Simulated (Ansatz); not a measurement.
NiN2Cl2H6⁺, that is trans-NiCl2(NH3)2 with one electron fewer. The state is a doublet with charge 1. Geometry PBE-D4/def2-SVP; atoms count from 1.

```xyz
11

Ni    0.000    0.002    0.001
Cl    0.795    1.911    0.526
N     1.382   -0.856    1.054
H     2.240   -0.978    0.489
H     1.086   -1.795    1.368
H     1.641   -0.282    1.874
Cl   -0.794   -1.907   -0.524
N    -1.382    0.856   -1.053
H    -2.265    0.904   -0.517
H    -1.584    0.320   -1.913
H    -1.119    1.824   -1.305
```

The name describes the singlet; other states may take another shape.

Question: Estimate the Mulliken populations from the PBE0/def2-TZVP orbitals of Ansatz.

Answer: 
```csv
atom,charge (e),spin (α − β),d electrons
Ni1,0.33,0.88,8.42
Cl2,-0.23,0.09,–
N3,-0.41,-0.03,–
H4,0.32,0.00,–
H5,0.32,0.00,–
H6,0.32,0.00,–
Cl7,-0.23,0.09,–
N8,-0.41,-0.03,–
H9,0.32,0.00,–
H10,0.32,0.00,–
H11,0.32,0.00,–
```
Mulliken values depend strongly on the basis.

Question: Where does the spin sit?

Answer: Summed by element: Ni 0.88, Cl 0.18, N -0.06, H 0.00, of 1 unpaired in all. Largest on single atoms: Ni1 0.88, Cl2 0.09, Cl7 0.09.

Question: And the Mayer bond orders between heavy atoms (over 0.3)?

Answer: Ni1–Cl2 1.09 (2.13 Å); Ni1–N3 0.64 (1.94 Å); Ni1–Cl7 1.09 (2.13 Å); Ni1–N8 0.64 (1.94 Å).
